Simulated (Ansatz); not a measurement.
Gas-phase electronic energies from Ansatz, PBE0-D4/def2-TZVP geometries. CCSD(T)/CBS is the MP2 limit (def2-TZVPP, def2-QZVPP) plus CCSD(T) − MP2 in def2-TZVPP, frozen cores. This one scheme is used for every species, atoms too. Functionals use def2-TZVPP. No spin–orbit coupling; open shells (•) take unrestricted orbitals. Spin–orbit coupling would lower the free atoms: a little for F, O; clearly for Ge. For Ge outer-core shells are correlated without core-valence functions, so the limit isn't a true one: a few kJ/mol of doubt a bond, and 10 to 20 or more in all where bonds break to atoms. Scalar relativity is left out up to krypton.

`[O][Ge]([F])([F])[F]`• → 3 F• + Ge• + O•  (atomization)

`[O][Ge]([F])([F])[F]`•:

Cartesian coordinates in Å:
```
O -0.827 -0.979 -1.219
Ge -0.006 0.001 0.006
F 1.563 0.302 -0.566
F -0.796 1.478 0.280
F 0.067 -0.802 1.499
```

CCSD(T)/CBS gives +419.1 kcal/mol.

(1) Another level gave +412.1 kcal/mol. Which?
A. CCSD/def2-TZVPP
B. PBE-QIDH/def2-TZVPP
C. revPBE-D4/def2-TZVPP
D. SCS-MP2/def2-TZVPP

Largest T1 diagnostic among the species: 0.013.

Answers

(1) C. revPBE-D4 412.1, PBE-QIDH 410.7, CCSD/def2-TZVPP 397.7, SCS-MP2/def2-TZVPP 419.4 kcal/mol.

Leaving LDA and LC-ωPBE aside and taking each functional with its dispersion term where it has one, the values, not all of them listed here, spread over 47.7 kcal/mol, from BHLYP-D4 to PBE-D4. LDA lies +74.9 kcal/mol from PBE without D4, its usual overbinding. The D4 term adds +3.5 kcal/mol with B3LYP and +1.8 kcal/mol with PBE0; it sums over pairs of atoms, weighted by their polarisabilities, and B3LYP, whose exchange is more repulsive, gets the larger term. From BLYP to BHLYP (50 % exact exchange), in def2-TZVPP and without D4, ΔE moves by −32.9 kcal/mol: exact exchange takes away binding that semilocal exchange gives to molecules.

B3LYP here is the variant with VWN-RPA as its local correlation; programs differ in this.

For atomizations the MP2-based limit and the directly extrapolated one differ by several kJ/mol either way, and by 10 to 25 for some Ge, Se and Sn compounds, so smaller differences from it don't rank the levels.
